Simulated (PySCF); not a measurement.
SMILES COC(=O)[SiH2][SiH2]N (C2H9NO2Si2), GFN2-xTB optimised geometry.

```
16

C      1.39     1.60     0.01
O      0.74     0.34     0.00
C     -0.60     0.34     0.00
O     -1.26     1.35     0.00
Si    -1.28    -1.44    -0.10
Si    -1.75    -1.88    -2.32
N     -2.15    -3.56    -2.37
H      1.32     2.06     1.00
H      0.93     2.27    -0.72
H      2.43     1.42    -0.25
H     -2.43    -1.46     0.81
H     -0.24    -2.27     0.52
H     -2.94    -1.23    -2.87
H     -0.63    -1.50    -3.22
H     -2.52    -3.95    -3.22
H     -1.54    -4.23    -1.93
```

Density from PySCF with PBE/def2-TZVP at that geometry.

Minimum of the electron density along straight lines between bonded atoms, close to the bond critical point (lines longer than 1.1 times the sum of covalent radii, or with two minima, are not listed):

| bond | length / Å | ρ at the minimum / e bohr⁻³ | ∇²ρ there / e bohr⁻⁵ | position (fraction from the first atom) |
|---|---|---|---|---|
| C1–O2 | 1.423 | 0.250 | -0.49 | 0.36 |
| O2–C3 | 1.341 | 0.306 | -0.60 | 0.65 |
| C3–O4 | 1.208 | ___ | -0.17 | 0.34 |
| C3–Si5 | 1.906 | 0.114 | 0.18 | 0.61 |
| Si5–Si6 | 2.311 | 0.096 | -0.18 | 0.53 |
| Si6–N7 | 1.725 | 0.131 | ___ | 0.40 |
| C1–H8 | 1.092 | 0.282 | -0.97 | 0.65 |
| C1–H9 | 1.092 | 0.283 | -0.98 | 0.65 |
| C1–H10 | 1.087 | 0.285 | -1.00 | 0.65 |
| Si5–H11 | 1.467 | 0.123 | 0.16 | 0.50 |
| Si5–H12 | 1.470 | 0.122 | 0.16 | 0.50 |
| Si6–H13 | 1.466 | 0.124 | 0.17 | 0.50 |
| Si6–H14 | 1.481 | 0.121 | ___ | 0.49 |
| N7–H15 | 1.007 | 0.336 | -1.60 | 0.73 |
| N7–H16 | 1.007 | 0.337 | -1.60 | 0.73 |

Q: Complete the blanks.

A: 
- C3–O4, ρ at the minimum / e bohr⁻³: 0.424
- Si6–N7, ∇²ρ there / e bohr⁻⁵: 0.55
- Si6–H14, ∇²ρ there / e bohr⁻⁵: 0.15
